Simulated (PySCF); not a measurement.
Dipole response of Cd⁺ (cadmium, charge +1)

[Kr] 4d10 5s1, 2S determinant. All numbers are calculated (PySCF 2.14, a scalar-relativistic core potential, in aug-cc-pVTZ-PP with one added diffuse shell each of s, p, d, f, g type with ECP28MDF (7s7p6d4f3g, 113 functions)). Coupled (time-dependent) response in atomic units; α is the mean over directions.

```tsv
method	mean α (bohr³)	C₆ (like pair)	S(−4)
CAM-B3LYP	23.20	138.0	365.2
```

S(−4) is the Cauchy moment in α(ω) = α(0) + S(−4) ω² + …

α(iu) at CAM-B3LYP:

| u (hartree) | α(iu) (bohr³) |
| --- | --- |
| 0 | 23.20 |
| 0.0500 | 22.33 |
| 0.100 | 20.18 |
| 0.200 | 15.21 |
| 0.300 | 11.58 |
| 0.500 | 7.672 |
| 0.750 | 5.396 |
| 1.00 | 4.144 |
| 1.50 | 2.755 |
| 2.00 | 1.985 |
| 3.00 | 1.169 |
| 5.00 | 0.5336 |

A single London oscillator, α(iu) = α/(1 + u²/ω²), gives C₆ = (3/4) ω α². Matching the computed C₆ needs ω = 4 × 138.0 / (3 × 23.20²) = 0.342 hartree.

For an ion, C₆ is the dispersion term alone; charge-induced terms of lower order in 1/R come first.

Energies and moments cover only the electrons outside the core potential.
